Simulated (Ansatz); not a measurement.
`C[CH](F)[InH2]` and `CNC(C)F` differ in one atom or group.

Ansatz, PBE0-D4/def2-TZVP geometries, multiplicity 1. Each molecule was computed in one conformer, which needn't be the lowest.

Elements past krypton have def2 core potentials.

```
                               property  `C[CH](F)[InH2]`
  LUMO energy (ωB97M-V/def2-TZVPP) / eV             -0.33
  HOMO energy (ωB97M-V/def2-TZVPP) / eV             -9.22
    HOMO energy (B3LYP/def2-TZVPP) / eV             -6.87
  HOMO–LUMO gap (B3LYP/def2-TZVPP) / eV              4.77
HOMO–LUMO gap (ωB97M-V/def2-TZVPP) / eV              8.89
      HOMO energy (PBE/def2-TZVPP) / eV             -5.83
```

**Question.** What does the change do to each property? (Best estimate.)

**Answer.** The calculation gave: 
```tsv
property	`CNC(C)F`	shift
LUMO energy (ωB97M-V/def2-TZVPP) / eV	2.76	3.09
HOMO energy (ωB97M-V/def2-TZVPP) / eV	-9.53	-0.31
HOMO energy (B3LYP/def2-TZVPP) / eV	-6.91	-0.04
HOMO–LUMO gap (B3LYP/def2-TZVPP) / eV	7.91	3.14
HOMO–LUMO gap (ωB97M-V/def2-TZVPP) / eV	12.29	3.40
HOMO energy (PBE/def2-TZVPP) / eV	-5.66	0.17
```

With PBE0 the HOMO falls by 0.09 eV and the LUMO rises by 3.15 eV, so the gap widens by about 3.24 eV. PBE moves the HOMO by 0.17 eV and ωB97M-V by -0.31 eV.

B3LYP here is the variant with VWN-RPA as its local correlation; programs differ in this.
